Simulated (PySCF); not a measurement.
Polarisability and C₆ of Ti (titanium, neutral)

[Ar] 3d2 4s2, high-spin 3F determinant. Calculation: PySCF 2.14, in def2-QZVPPD; no relativity, point nucleus. Coupled (time-dependent) response in atomic units; α is the mean over directions.

| method | mean α (bohr³) | C₆ (like pair) | S(−4) |
| --- | --- | --- | --- |
| CAM-B3LYP | 105.3 | 1218 | 5639 |

S(−4) is the Cauchy moment in α(ω) = α(0) + S(−4) ω² + …

Reference α: 87 ± 10 bohr³ (recommended; Schwerdtfeger and Nagle, table of static dipole polarizabilities (2023 update)). Published C₆: 1044 (Chu and Dalgarno (2004); Tang, Norbeck and Certain (1976)).

α(iu) at CAM-B3LYP:

```csv
u (hartree),α(iu) (bohr³)
0,105.3
0.0500,93.08
0.100,69.77
0.200,36.56
0.300,21.61
0.500,10.58
0.750,6.064
1.00,4.122
1.50,2.378
2.00,1.579
3.00,0.8490
5.00,0.3635
```
